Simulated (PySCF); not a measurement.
C₇H₈O₂.
SMILES with atom numbers: `[O:1]=[C:2]([OH:3])[C@@:4]12[CH2:5][CH:6]=[CH:7][C@@H:8]1[CH2:9]2`

NICS = −σ at a ghost point: NICS(0) at the centroid of the ring atoms, NICS(1) 1 Å to either side along the normal of their mean plane, zz for the tensor component along that normal. Level: GIAO PBE0/pcSseg-1 (PySCF, non-relativistic, gas phase) on the GFN2-xTB geometry, one conformer.

Rings: 1. C4–C5–C6–C7–C8; 2. C4–C8–C9.

```
set  NICS(0)  NICS(1), two faces  NICS(1)zz, two faces
  P    -42.6         -8.3 / -7.6         -25.9 / -20.4
  Q     -6.0         -2.9 / -5.7           -2.3 / -3.2
```

**Question.** Which set (ppm) belongs to which ring?

**Answer.** P = 2, Q = 1.
- 1 (5-membered carbocycle; formal bonds 1 double, 4 single): mean NICS(1)zz -2.7 ppm, near zero. C4, C5, C8 have four or more neighbours; no verdict on aromaticity is drawn.
- 2 (3-membered carbocycle; formal bonds all single): mean NICS(1)zz -23.2 ppm, shielded. C4, C8, C9 have four or more neighbours, so the value isn't read as a sign of a π ring current.

**Question.** How do the rings differ in shape?

**Answer.** 
| ring | bond lengths (Å) | rms pucker (Å) | HOMA | nearest outside atom to a NICS(1) probe (Å) |
| --- | --- | --- | --- | --- |
| 1 | 1.519, 1.500, 1.327, 1.479, 1.532 | 0.01 | – | hydrogen 1.36 |
| 2 | 1.532, 1.494, 1.507 | 0.00 | – | hydrogen 1.44 |

Hardware: an Arm Neoverse V1 with one thread, no GPU (shared host). Cost: 40 s (with the writing of density and orbital grids), 0.77 GiB resident at most. This is the whole shielding run at PBE0/pcSseg-1, SCF included.
